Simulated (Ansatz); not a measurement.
Cost and result for the atomization energy of `[F][Ge]([F])[SeH]` radical (5 atoms, 4 bonds).

Charge 0, multiplicity 2. Correlated methods include outer-core shells of Ge, Se, which these sets cover unevenly. Scalar relativity is left out up to krypton. Geometry: relaxed with PBE0-D4/def2-TZVP. It is one conformer, not always the lowest. Program: Ansatz. All runs use 4 threads of an Arm Neoverse V1 on a shared host. Times are those of one run each, without the atoms' runs, and a repeat can differ threefold. Electronic energies, without spin–orbit coupling; frozen cores. CCSD(T)/CBS adds CCSD(T) − MP2 in def2-TZVPP to the MP2 limit, and its time is that of the two runs behind it. T1 = 0.014; ⟨S²⟩ of the reference is 0.77. With those shells the extrapolation isn't a true limit. B3LYP takes the VWN-RPA correlation (the form of Gaussian; ORCA's B3LYP/G). HSE06 is the plane-wave form, built on full-range PBE exchange.

CCSD(T)/CBS is a level of theory with its own doubt, some kJ/mol a heavy atom from the limit and from the frozen cores, so smaller differences don't rank the functionals.

```
                            level  functions  wall time
           LDA (SPW92)/def2-TZVPP        172      1.6 s
             revPBE-D4/def2-TZVPP        172      2.8 s
               PBE0-D4/def2-TZVPP        172      3.8 s
              HSE06-D4/def2-TZVPP        172      4.2 s
B3LYP-D4/def2-TZVPP (with forces)        172      4.5 s
              BHLYP-D4/def2-TZVPP        172      4.5 s
                B2PLYP/def2-TZVPP        172        6 s
            r2SCANh-D4/def2-TZVPP        172      7.5 s
 ωB97M-V/def2-TZVPP (with forces)        172       15 s
                 CCSD(T)/def2-SVP         97       20 s
                   MP2/def2-QZVPP        322       25 s
               CCSD(T)/def2-TZVPP        172    5.1 min
                CCSD(T)/CBS(def2)          –    5.5 min
```

(1) What atomization energy does each give, and how far from CCSD(T)/CBS? (An estimate is asked.)

Results:

(1) The calculation gave: 
```csv
level,atomization (kcal/mol),difference from CCSD(T)/CBS,per bond
LDA (SPW92)/def2-TZVPP,434.1,74.5,18.6
revPBE-D4/def2-TZVPP,358.4,-1.2,-0.3
PBE0-D4/def2-TZVPP,355.4,-4.2,-1.0
HSE06-D4/def2-TZVPP,355.6,-4.0,-1.0
B3LYP-D4/def2-TZVPP (with forces),356.2,-3.4,-0.9
BHLYP-D4/def2-TZVPP,335.4,-24.2,-6.1
B2PLYP/def2-TZVPP,353.9,-5.7,-1.4
r2SCANh-D4/def2-TZVPP,358.9,-0.7,-0.2
ωB97M-V/def2-TZVPP (with forces),355.5,-4.1,-1.0
CCSD(T)/def2-SVP,323.8,-35.8,-9.0
MP2/def2-QZVPP,370.3,10.7,2.7
CCSD(T)/def2-TZVPP,348.7,-10.9,-2.7
CCSD(T)/CBS(def2),359.6,0.0,0.0
```

The D4 term adds +4.5 kcal/mol with B3LYP and +2.3 kcal/mol with PBE0; it sums over pairs of atoms, weighted by their polarisabilities, and B3LYP, whose exchange is more repulsive, gets the larger term. Leaving LDA and LC-ωPBE aside and taking each functional with its dispersion term where it has one, the values, not all of them listed here, spread over 37.6 kcal/mol, from BHLYP-D4 to PBE-D4. LDA lies +63.9 kcal/mol from PBE without D4, its usual overbinding. From PBE to PBE0 (25 % exact exchange), in def2-TZVPP and without D4, the atomization energy moves by −17.1 kcal/mol: exact exchange takes away binding that semilocal exchange gives to molecules.

For some Ge, Se and Sn compounds the MP2-based and the directly extrapolated limit differ by 10 to 25 kJ/mol.
